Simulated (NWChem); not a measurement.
**Correlation energy of H₄SiSn**

```
Si
H 1 1.5096
H 1 1.5128 2 107.07
H 1 1.5128 2 107.07 3 114.27
Sn 1 2.6808 2 114.67 3 -122.87
H 5 1.8022 1 86.54 2 180.00
```
Charge 0, spin multiplicity 1.

Everything below was run with NWChem. All single points use one geometry, from PBE/def2-SVP with def2 effective core potentials on Sn, a minimum by its harmonic frequencies.

Basis set: def2-SVP. Each correlation energy counts from its own Hartree-Fock reference.

Effective core potentials replace the inner electrons of Sn; spin-orbit coupling is left out. The correlated methods keep 9 core orbitals frozen. The structure started from a generated list of species. Coupled-cluster values serve here as a point of comparison, not as the truth.

Task: Order these methods by the correlation energy they give, lowest first: CCSD+T(CCSD), MP2, SCS-MP2, CR-CCSD(T), CCSD.

Result: CCSD+T(CCSD) (-248.6 mHa), CR-CCSD(T) (-247.1 mHa), CCSD (-241.8 mHa), SCS-MP2 (-208.2 mHa), MP2 (-197.4 mHa)
